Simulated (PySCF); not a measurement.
Vertical excitations of a molecule C₄H₇BO from TDA-LC-ωPBE/def2-SVPD run with PySCF, as energy in eV (oscillator strength): 5.45 (0.000), 6.25 (0.028), 6.82 (0.001), 6.93 (0.003), 8.37 (0.084), 8.53 (0.041), 8.54 (0.055), 8.90 (0.008), 8.93 (0.014), 9.09 (0.121). Lowest triplet (TDA): 4.56 eV. Coordinates come from a B3LYP-D3(BJ)/def2-SVP optimisation. One conformer was computed; it need not be the lowest.

Q: Which molecule gave these data?
(A) C#CB(C)OC
(B) C#CB(O)CC
(C) C=C1CB(O)C1
(D) C=CB(O)C=C

A: B, C#CB(O)CC
